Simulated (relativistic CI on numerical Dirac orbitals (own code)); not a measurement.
# Slater and spin-orbit integrals, Ru XXII

Calculated at this level of theory: Dirac-Coulomb-Breit CI, separate exchange-only KLI orbitals for each configuration, QED by a radiative potential, unscaled Slater integrals (own radial code, finite nucleus).

Slater integrals F^k, G^k are unscaled and averaged over j, outside the closed core [Ne]; ζ comes from projecting the Hamiltonian with its Breit term on Σ l·s of the shell.

- 3s2 3p6 3d5: F^2(3d,3d) = 294390, F^4(3d,3d) = 189100, ζ(3d) = 16345 cm⁻¹; <r>(3d) = 0.3426, <r^2>(3d) = 0.1374 (bohr units).
- 3s2 3p5 3d6: ζ(3p) = 136800, F^2(3d,3d) = 293590, F^4(3d,3d) = 188560, F^2(3p,3d) = 264600, G^1(3p,3d) = 295410, G^3(3p,3d) = 193060, ζ(3d) = 16079 cm⁻¹; <r>(3p) = 0.3752, <r^2>(3p) = 0.1626, <r>(3d) = 0.3435, <r^2>(3d) = 0.1381 (bohr units).
- 3s2 3p4 3d7: F^2(3p,3p) = 265050, ζ(3p) = 136680, F^2(3d,3d) = 292780, F^4(3d,3d) = 188010, F^2(3p,3d) = 264190, G^1(3p,3d) = 295310, G^3(3p,3d) = 192880, ζ(3d) = 15817 cm⁻¹; <r>(3p) = 0.3757, <r^2>(3p) = 0.1631, <r>(3d) = 0.3443, <r^2>(3d) = 0.1388 (bohr units).

(1) Give the Racah parameters of the d shell in 3s2 3p6 3d5.

Averages of the first 10 configurations, taken without configuration mixing, which lowers the lowest level and can move excited configurations by several eV; other configurations of the list can lie among them:

```json
{"Configuration": "3s2 3p6 3d5", "Parity": "even", "States": "252", "Average energy above the lowest level (eV)": "26.3"}
{"Configuration": "3s2 3p5 3d6", "Parity": "odd", "States": "1260", "Average energy above the lowest level (eV)": "196.4"}
{"Configuration": "3s2 3p4 3d7", "Parity": "even", "States": "1800", "Average energy above the lowest level (eV)": "370.6"}
{"Configuration": "3s 3p6 3d6", "Parity": "even", "States": "420", "Average energy above the lowest level (eV)": "315.2"}
{"Configuration": "3p6 3d7", "Parity": "even", "States": "120", "Average energy above the lowest level (eV)": "609.4"}
{"Configuration": "3s 3p5 3d7", "Parity": "odd", "States": "1440", "Average energy above the lowest level (eV)": "484.2"}
{"Configuration": "3s2 3p6 3d4 4s", "Parity": "even", "States": "420", "Average energy above the lowest level (eV)": "415.6"}
{"Configuration": "3s2 3p6 3d4 4p", "Parity": "odd", "States": "1260", "Average energy above the lowest level (eV)": "456.7"}
{"Configuration": "3s2 3p6 3d4 4d", "Parity": "even", "States": "2100", "Average energy above the lowest level (eV)": "516.9"}
{"Configuration": "3s2 3p6 3d4 4f", "Parity": "odd", "States": "2940", "Average energy above the lowest level (eV)": "572.7"}
```

Results:

(1) B = F²/49 − 5F⁴/441 = 3864 cm⁻¹ and C = 35F⁴/441 = 15008 cm⁻¹.
